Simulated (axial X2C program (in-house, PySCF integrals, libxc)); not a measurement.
**SrTe⁻: cheaper levels and CCSD(T), 2c**

Calculated with an axial X2C code built on PySCF integrals. Two-component (2c) means X2C with spin–orbit coupling and atomic mean-field two-electron Coulomb and Gaunt terms. Basis: Te dyall-acv3z [12s13p9d5f1g], Sr dyall-acv3z [14s13p9d6f1g] (cores contracted in-house); Gaussian nuclei, density fitting, unrestricted open shells. Masses: Te 129.906 u, Sr 87.906 u.

State: Ω = 1/2 (⟨Sz⟩ = 0.50, ⟨Lz⟩ = 0.00 at HF); fragments Te- + Sr.

| level | Re (Å) | ωe (cm⁻¹) | De (eV) |
| --- | --- | --- | --- |
| PBE0 | 2.905 | 188.4 | 2.05 |
| HF | 2.972 | 189.2 | 1.30 |
| MP2 | 2.989 | 181.8 | 1.93 |
| B3LYP | 2.942 | 176.0 | 1.70 |

Correlated methods: 9 electrons correlated (number of frozen shells: Te 4 s, 3 p, 2 d; Sr 4 s, 3 p, 1 d), 375 virtual spin orbitals or spinors in MP2, 90 natural virtuals in coupled cluster.

CCSD(T), same Hamiltonian and basis:

Re = 2.996 Å, ωe = 177.5 cm⁻¹, De = 1.76 eV; T1 = 0.017 (Lee–Taylor normalisation).

Task: Give the differences from CCSD(T) in the columns below.

Result: 

```json
{"level": "PBE0", "ΔRe (Å)": "-0.091", "Δωe (cm⁻¹)": "10.9", "ΔDe (eV)": "0.29"}
{"level": "HF", "ΔRe (Å)": "-0.024", "Δωe (cm⁻¹)": "11.7", "ΔDe (eV)": "-0.46"}
{"level": "MP2", "ΔRe (Å)": "-0.007", "Δωe (cm⁻¹)": "4.3", "ΔDe (eV)": "0.17"}
{"level": "B3LYP", "ΔRe (Å)": "-0.054", "Δωe (cm⁻¹)": "-1.5", "ΔDe (eV)": "-0.06"}
```

The state is one determinant whose occupation by symmetry is held fixed; it was picked as the lowest of a PBE0 search that is not exhaustive. Dissociation energies refer to the lowest single-determinant-based atoms at the same level and basis. Density functionals use the spin component along the axis (collinear). CCSD and (T) use frozen natural virtuals with an MP2 correction for the truncation; (T) itself is uncorrected, so its De runs slightly low. The functionals have no current-density term, which raises determinants with orbital currents, atoms included. The outer-core s and p shells of the metal are frozen in the correlated rows, which leaves out core–valence correlation; for alkali and alkaline-earth bonds that tends to lengthen them. The highest occupied level of some functionals is positive through self-interaction error; at Hartree–Fock it is bound. With the outer-core shells frozen, correlated bond lengths of heavy atoms tend to come out a few hundredths of an ångström too long. Hartree–Fock gets electron affinities wrong, so its lowest charge split need not be the true one.
